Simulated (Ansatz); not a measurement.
Program: Ansatz. Geometries: PBE0-D4/def2-TZVP. ΔE: electronic, gas phase. CBS: MP2 limit from def2 TZ/QZ plus the TZ coupled-cluster correction, frozen cores. Functionals use def2-TZVPP. Each species was taken in one conformer, which may not be the lowest.

Consider the redistribution: `C[SiH](S)CS` + `B[SiH2]CF` → `C[SiH](F)CS` + `B[SiH2]CS`.

Q: Is it downhill or uphill in electronic energy at CCSD(T)/CBS, and by how much? (An estimate is asked.)

A: Computed: Downhill: ΔE = -137.0 kJ/mol.

Q: What do these levels give: r2SCAN-D4, PBE0-D4, ωB97X-V, ωB97M-V, B2PLYP, PBE, r2SCAN, CCSD(T)/def2-TZVPP, HF/def2-QZVPP, SCS-MP2/def2-QZVPP, MP2/CBS(def2), CCSD/CBS(def2)? (Estimate.)

A: Computed: r2SCAN-D4 -129.2, PBE0-D4 -124.1, ωB97X-V -129.3, ωB97M-V -132.0, B2PLYP -134.2, PBE -119.0, r2SCAN -129.6, CCSD(T)/def2-TZVPP -134.6, HF/def2-QZVPP -139.7, SCS-MP2/def2-QZVPP -141.5, MP2/CBS(def2) -143.8, CCSD/CBS(def2) -138.7 kJ/mol.

Largest T1 diagnostic among the species: 0.012.

From PBE to PBE0 (25 % exact exchange), in def2-TZVPP and without D4, ΔE moves by −5.9 kJ/mol.
